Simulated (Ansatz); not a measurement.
Ansatz results at the PBE0-D4/def2-TZVP geometry: size of the dipole moment (ωB97M-V/def2-TZVPP) 0.90 D; HOMO–LUMO gap (B3LYP/def2-TZVPP) 8.66 eV; LUMO energy (PBE0/def2-TZVPP) 0.06 eV.

Each molecule was computed in one conformer, which needn't be the lowest.

Problem. Which molecule gave them?
A. `OB(S)S`
B. `FB(S)S`
C. `OBO[SiH2][SiH3]`
D. `[SiH3]OBO[SiH3]`

Solution. D. The others give `FB(S)S`: 0.70, 6.91, -0.34; `OBO[SiH2][SiH3]`: 1.23, 7.50, -0.31; `OB(S)S`: 0.92, 6.78, -0.09.

B3LYP here is the variant with VWN-RPA as its local correlation; programs differ in this.
